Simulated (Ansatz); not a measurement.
A nudged elastic band was laid between two geometries of GaH$_{3}$O (5 atoms, charge 0, multiplicity 1).

These are results of RKS B3LYP/def2-SVP in Ansatz, not measurements.

```json
{
 "movable images": "7",
 "climbing image": "yes",
 "spring": "5.0 eV/Å²",
 "optimiser": "quadratic models (default)",
 "start path": "through a guess of the saddle point",
 "force threshold": "0.03 eV/Å",
 "iteration limit": "60",
 "end points": "relaxed"
}
```

First end point:

```xyz
5
Properties=species:S:1:pos:R:3
Ga 0.252 -0.075 0.326
H 0.227 -0.031 1.895
O 1.813 -0.424 -0.487
H 2.563 -0.569 0.104
H -0.921 0.147 -0.680
```

Last end point:

```xyz
5
Properties=species:S:1:pos:R:3
Ga -0.829 0.301 0.265
H 1.786 -0.375 1.530
O 1.450 -0.090 0.669
H 1.869 -0.653 0.002
H -0.341 -0.135 -1.308
```

Problem. What changes between the two ends?

Solution. Bonds broken: Ga1–H2. Bonds formed: H2–O3.

Problem. What energy profile does the band end with?

Solution. The run converged. The highest image is number 4 of 0 to 8, 2.52 eV above the first end and 1.63 eV above the last; the last end lies 0.89 eV above the first. Neighbouring images differ by up to 1.2 eV, so the band resolves the path poorly. A vibrational analysis at the climbing image gives one clearly imaginary mode, 1397i cm⁻¹: a first-order saddle point. The orbitals stay closed-shell, which can raise the energy where a bond breaks towards radicals; this wasn't checked here.

| image | path coordinate (Å) | energy (eV) | Ga1–H2 (Å) | H2–O3 (Å) |
| --- | --- | --- | --- | --- |
| 0 | 0.00 | 0.00 | 1.57 | 2.89 |
| 1 | 0.59 | 0.22 | 1.57 | 2.86 |
| 2 | 1.18 | 0.26 | 1.55 | 2.49 |
| 3 | 1.77 | 1.30 | 1.54 | 2.02 |
| 4 | 2.36 | 2.52 | 1.65 | 1.43 |
| 5 | 2.76 | 1.63 | 1.91 | 1.06 |
| 6 | 3.16 | 1.03 | 2.39 | 0.97 |
| 7 | 3.56 | 0.91 | 2.78 | 0.97 |
| 8 | 3.96 | 0.89 | 2.98 | 0.97 |

Problem. What is the geometry of the highest image?

Solution. 
```xyz
5
Properties=species:S:1:pos:R:3
Ga -0.196 0.131 0.418
H 1.022 -0.125 1.505
O 1.783 -0.089 0.300
H 2.285 -0.832 -0.085
H -0.959 -0.038 -0.980
```

Time of the run: 4.7 min on 1 thread of Arm Neoverse N1 (shared host), peak memory 0.12 GiB.
